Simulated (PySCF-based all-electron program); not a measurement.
Distorting H6W, singlet

All-electron Kohn–Sham DFT on the free molecule, computed near the basis limit with an in-house program on PySCF integrals; Koelling–Harmon scalar relativity, no spin–orbit coupling, spin-restricted. Forces are good to about 0.009 eV/Å. Atoms are numbered as listed.

Shape A:

```tsv
atom	x (Å)	y (Å)	z (Å)
W	0.0000	0.0000	0.0000
H	1.6591	0.0000	0.4014
H	-0.8296	1.4369	0.4014
H	-0.8296	-1.4369	0.4014
H	0.9921	0.0000	-1.3359
H	-0.4961	0.8592	-1.3359
H	-0.4961	-0.8592	-1.3359
```

PBE forces:

```tsv
atom	Fx	Fy	Fz (eV/Å)
W1	0.000	0.000	-0.019
H2	0.000	0.000	-0.001
H3	0.000	0.000	-0.001
H4	0.000	0.000	-0.001
H5	-0.012	0.000	0.007
H6	0.006	-0.011	0.007
H7	0.006	0.011	0.007
```

Task: What forces does r2SCAN give in shape A?

Result: The forces move by 0.268 eV/Å (r.m.s. over the atoms) from PBE.

```json
{"atom": "W1", "Fx": "0.000", "Fy": "0.000", "Fz (eV/Å)": "-0.557"}
{"atom": "H2", "Fx": "-0.165", "Fy": "0.000", "Fz (eV/Å)": "0.000"}
{"atom": "H3", "Fx": "0.082", "Fy": "-0.143", "Fz (eV/Å)": "0.000"}
{"atom": "H4", "Fx": "0.082", "Fy": "0.143", "Fz (eV/Å)": "0.000"}
{"atom": "H5", "Fx": "-0.123", "Fy": "0.000", "Fz (eV/Å)": "0.186"}
{"atom": "H6", "Fx": "0.062", "Fy": "-0.107", "Fz (eV/Å)": "0.186"}
{"atom": "H7", "Fx": "0.062", "Fy": "0.107", "Fz (eV/Å)": "0.186"}
```

Shape B:

| atom | x (Å) | y (Å) | z (Å) |
| --- | --- | --- | --- |
| W | 0.0000 | 0.0000 | 0.0000 |
| H | 1.8251 | 0.0000 | 0.4415 |
| H | -0.8296 | 1.4369 | 0.4014 |
| H | -0.8296 | -1.4369 | 0.4014 |
| H | 0.9921 | 0.0000 | -1.3359 |
| H | -0.4961 | 0.8592 | -1.3359 |
| H | -0.4961 | -0.8592 | -1.3359 |

Against shape A, W1–H2 goes from 1.707 to 1.878 Å.

PBE forces:

```json
{"atom": "W1", "Fx": "1.760", "Fy": "0.000", "Fz (eV/Å)": "0.338"}
{"atom": "H2", "Fx": "-1.665", "Fy": "0.000", "Fz (eV/Å)": "-0.351"}
{"atom": "H3", "Fx": "-0.006", "Fy": "-0.026", "Fz (eV/Å)": "-0.018"}
{"atom": "H4", "Fx": "-0.006", "Fy": "0.026", "Fz (eV/Å)": "-0.018"}
{"atom": "H5", "Fx": "-0.050", "Fy": "0.000", "Fz (eV/Å)": "0.005"}
{"atom": "H6", "Fx": "-0.017", "Fy": "-0.022", "Fz (eV/Å)": "0.022"}
{"atom": "H7", "Fx": "-0.017", "Fy": "0.022", "Fz (eV/Å)": "0.022"}
```

Task: What forces does r2SCAN give in shape B?

Result: The forces move by 0.268 eV/Å (r.m.s. over the atoms) from PBE.

```
atom      Fx      Fy  Fz (eV/Å)
  W1   1.772   0.000     -0.195
  H2  -1.839   0.000     -0.354
  H3   0.078  -0.171     -0.019
  H4   0.078   0.171     -0.019
  H5  -0.164   0.000      0.184
  H6   0.038  -0.120      0.201
  H7   0.038   0.120      0.201
```
